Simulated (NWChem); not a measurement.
Molecule: CH4BeS; SMILES [BeH][S]C

```xyz
7

Be    -0.4078    -1.6389    -0.0034
H     -1.2295    -2.6990    -0.0032
S      0.7872    -0.1412    -0.0050
C     -0.4104     1.2710     0.0006
H     -1.1135     1.2195    -0.8515
H      0.1949     2.1912    -0.1003
H     -0.9710     1.3200     0.9527
```
Atoms are numbered in this order, from 1.

Program: NWChem. All runs use the structure optimised with PBE-D3(BJ)/def2-SVP. Core excitations by TDA in a window of 1s orbitals, non-relativistic and unshifted: absolute energies depend strongly on the exact-exchange share.

Problem. Estimate the computed values for C K edge, PBE0/def2-TZVP. Quantities: first 1s excitation (eV); dipole oscillator strength of the first; first state with f > 0.002 (eV); dipole oscillator strength of that state.

Solution. 
- first 1s excitation (eV): 276.6
- dipole oscillator strength of the first: 0.0170
- first state with f > 0.002 (eV): 276.6
- dipole oscillator strength of that state: 0.0170
